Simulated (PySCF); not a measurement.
Input of a run (PBE0-D3(BJ)/def2-SVP geometry optimisation, gas phase, def2 core potentials past Kr (PySCF 2.14.0)), started from GFN2-xTB:
```
{"job": {"xc": "PBE0", "basis": "def2-SVP", "d3": "d3bj", "grid": 1, "maxiter": 30, "shake": 0.01, "kind": "geom"}, "charge": 0, "multiplicity": 1}
N     -1.238890    -1.000990     0.015560
Si    -1.158080     0.688540     0.440020
O     -2.498700     1.447660    -0.114500
Te     0.925180     1.614830    -0.649220
Si     2.382470    -0.271480    -0.032990
H     -0.466940    -1.560430     0.182940
H     -2.092500    -1.467080     0.269100
H     -1.258690     1.015750     1.853720
H     -2.695260     1.434780    -1.014440
H      2.206230    -0.668580     1.382620
H      2.181230    -1.465760    -0.830810
H      3.753650     0.204470    -0.216870
```

Output (energies in Eh, forces in Eh/bohr):
```
step   0  E = -980.63328298  max force = 0.048035
step   1  E = -980.64047712  max force = 0.012400
step   2  E = -980.64118366  max force = 0.002271
step   3  E = -980.64160556  max force = 0.004770
step   4  E = -980.64216088  max force = 0.008005
step   5  E = -980.64287274  max force = 0.008459
step   6  E = -980.64364338  max force = 0.006953
step   7  E = -980.64515264  max force = 0.007117
step   8  E = -980.64551343  max force = 0.006217
step   9  E = -980.64609770  max force = 0.003570
step  10  E = -980.64645637  max force = 0.002977
step  11  E = -980.64664005  max force = 0.003205
step  12  E = -980.64676907  max force = 0.002020
step  13  E = -980.64711502  max force = 0.003317
step  14  E = -980.64716257  max force = 0.001443
step  15  E = -980.64719097  max force = 0.000383
step  16  E = -980.64719317  max force = 0.000329
optimisation converged
```

Problem. Summarise the run.

Solution. The energy falls by 8.7 kcal/mol over 17 energy and gradient evaluations, the largest force component goes from 0.0480 to 3.3e-04 Eh/bohr, and the atoms move by 0.409 Å rms after alignment. The bond that changes most is N1–H6 (silicon-bound nitrogen to N–H hydrogen), which lengthens by 0.045 Å. Bonds longer at the end by more than 0.005 Å: 9 of 11; shorter: 2. Among the angles that change most is N1–Si2–H8, from 116.8° to 106.8°. Among the dihedrals that turn most is H6–N1–Si2–O3, from 173° to 69°. The energy never rose by more than 1e-6 Eh on the way. The first step brought 52 % of the lowering.

Problem. What are the final bond lengths?

Solution. N1–Si2 1.719 Å, Si2–O3 1.664 Å, Si2–Te4 2.508 Å, Te4–Si5 2.505 Å, N1–H6 1.013 Å, N1–H7 1.014 Å, Si2–H8 1.482 Å, O3–H9 0.962 Å, Si5–H10 1.491 Å, Si5–H11 1.493 Å, Si5–H12 1.494 Å. Numbering counts from 1 in the input's order; the species is `O[Si@@H](N)[Te][SiH3]`.

The run used 125 basis functions and 122 SCF cycles in all. The run took 2.4 min on one thread, Arm Neoverse V1 (aarch64), shared host, and the process peaked at 0.54 GiB of memory.

No PBE0-D3(BJ)/def2-SVP frequencies stand behind this structure, so it isn't proved a minimum. The numbers are those of one conformer.
